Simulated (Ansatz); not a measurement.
`F[SiH](F)[Si](Cl)(Cl)Cl` + `C#C[SeH]` → `C#C[Si](Cl)(Cl)Cl` + `F[SiH](F)[SeH]` at 400 K and 1 bar (redistribution).

Gas-phase electronic energies from Ansatz, PBE0-D4/def2-TZVP geometries. CCSD(T)/CBS adds triple-zeta CCSD(T) − MP2 to the extrapolated MP2 energy (def2 sets, frozen cores). For Se outer-core shells are correlated without core-valence functions, which leaves a few kJ/mol of doubt a bond. Scalar relativity is left out up to krypton. One conformer a species, not always the lowest.

```csv
species,CCSD(T)/CBS energy (Eh),H − E (kJ/mol),S (J/(mol·K))
`F[SiH](F)[Si](Cl)(Cl)Cl`,-2157.97114,97.9,471.0
`C#C[SeH]`,-2477.92583,88.5,296.1
`C#C[Si](Cl)(Cl)Cl`,-1745.22500,100.0,396.6
`F[SiH](F)[SeH]`,-2890.73294,87.1,354.3
```

H − E and S are ideal-gas, rigid-rotor, harmonic terms from PBE0-D4/def2-TZVP, for one conformer and one mirror image of each species. 1 Eh = 2625.50 kJ/mol, R = 8.31446 J/(mol·K).

Problem. By hand: ΔE, ΔH, ΔS and ΔG.

Solution. ΔE = (-1745.22500) + (-2890.73294) − (-2157.97114) − (-2477.92583) = -0.06097 Eh = -160.1 kJ/mol. Δ(H − E) = 100.0 + 87.1 − 97.9 − 88.5 = 0.7, so ΔH = -159.4 kJ/mol. ΔS = 396.6 + 354.3 − 471.0 − 296.1 = -16.2 J/(mol·K). ΔG = -159.4 − 400 × (-16.2)/1000 = -152.9 kJ/mol.

Problem. By hand: the equilibrium constant, and the temperature at which ΔG would vanish if ΔH and ΔS stayed fixed.

Solution. log₁₀ K = −ΔG/(RT ln 10) = 20.0. ΔG = 0 at ΔH/ΔS = 9840 K, far beyond where these terms or the molecules hold.

ΔH outweighs TΔS. A doubt of 5 kJ/mol in ΔE shifts log₁₀ K by 0.7 here. Other conformers and mirror images would add mixing entropy, several J/(mol·K) or more a flexible species. Modes under 60 cm⁻¹, often nearly free rotors, make the harmonic entropy too high. These are equilibria of isolated gas molecules and say nothing of rates. Largest T1 diagnostic: 0.011 (customary marks: 0.02 for closed shells, 0.045 for open ones).
